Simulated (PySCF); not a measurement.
PySCF input for CuF, SMILES [F][Cu], multiplicity 1, PBE0-D3(BJ)/def2-TZVPD. Coordinates come from a PBE0-D3(BJ)/def2-TZVPD optimisation. The spin state was assumed, not searched.

```python
import numpy as np
from pyscf import gto, scf, dft, df
from pyscf.hessian import thermo

mol = gto.M(
    atom='''
    Cu    0.00000000    0.00000000   -0.41790072
    F     0.00000000    0.00000000    1.34656897
    ''',
    basis='def2-TZVPD',
    charge=0,
    spin=0,
    max_memory=1600,
    verbose=3,
)
mf = dft.RKS(mol, xc='pbe0').density_fit(auxbasis='def2-universal-jkfit')
mf.disp = 'd3bj'
mf.grids.level = 3
mf.conv_tol = 1e-11
mf.max_cycle = 100
mf.kernel()

# [left out here: the lines that compute and print the analytic Hessian (its translational invariance restored by hand, since the grid's response is missing), thermochemistry and intensities]
```

Output:

```
converged SCF energy = -1740.06634176463

WARN: DFTD3 does not support analytical Hessian, using finite difference


WARN: Mole.unit (angstrom) is changed to Bohr

Mode                                 0
Irrep
Freq [cm^-1]                      593.4426
Reduced mass [au]                  22.6535
Force const [Dyne/A]                4.7005
Char temp [K]                     853.8317
Normal mode                   x     y     z
       0  Cu                 0.00  0.00  0.06
       1   F                 0.00  0.00 -0.20
temperature 298.1500 [K]
pressure 101325.00 [Pa]
Rotational constants [GHz] inf 11.09867 11.09867
Symmetry number 1
Zero-point energy (ZPE) 0.00135 [Eh]   3549.575 [J/mol]
                           tot       elec      trans        rot        vib
Entropy [J/mol/K]       226.641      0.000    163.788     60.924      1.929
Cv [J/mol/K]             25.162      0.000     12.472      8.314      4.375
Cp [J/mol/K]             33.476      0.000     20.786      8.314      4.375
Internal energy [J/mol]                      3718.434   2478.956   3979.113
Internal energy [Eh]   -1740.06247  -1740.06634
Enthalpy [J/mol]                             6197.391   2478.956   3979.113
Enthalpy [Eh]          -1740.06152
Gibbs free energy [J/mol]                  -42635.878 -15685.552   3403.947
Gibbs free energy [Eh] -1740.08726
mode   freq/cm-1   IR/(km/mol)
   1      593.44        57.040
max |gradient| / (hartree/bohr): 1.0858637554602894e-05
APT charges: [ 0.7264 -0.7264]
```

The run converged.
